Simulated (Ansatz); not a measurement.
BrCl₃Zr, SMILES `[Cl][Zr]([Cl])([Cl])[Br]`. Total charge 0; spin multiplicity 1. Zr: def2 effective core potential.

Z-matrix (Å, degrees):
```
Zr
Cl 1 2.314
Cl 1 2.314 2 109.4
Br 1 2.472 2 109.5 3 120.1
Cl 1 2.314 2 109.4 3 -119.9
```

**Question.** What are the harmonic wavenumbers in cm⁻¹ at PBE0-D4/def2-TZVP (Ansatz, finite differences of forces, unscaled)? (Best estimate.)

**Answer.** Ansatz gave: 83, 83, 99, 103, 103, 294, 402, 431, 431.

**Question.** Is this a minimum?

**Answer.** Yes, all 9 modes are real.

**Question.** Give the ideal-gas thermochemistry at 298.15 K and 1 bar (rigid rotor, harmonic oscillator; point group C3v, symmetry number 3).

**Answer.** Zero-point energy 12.1 kJ/mol; H(298) − E = 35.2 kJ/mol; entropy 391.6 J/(mol·K), of which translation 179.0, rotation 120.4, vibration 92.2; G(298) − E = -81.5 kJ/mol. Modes under 100 cm⁻¹ are hindered rotations or soft bends, so the harmonic entropy is rough.
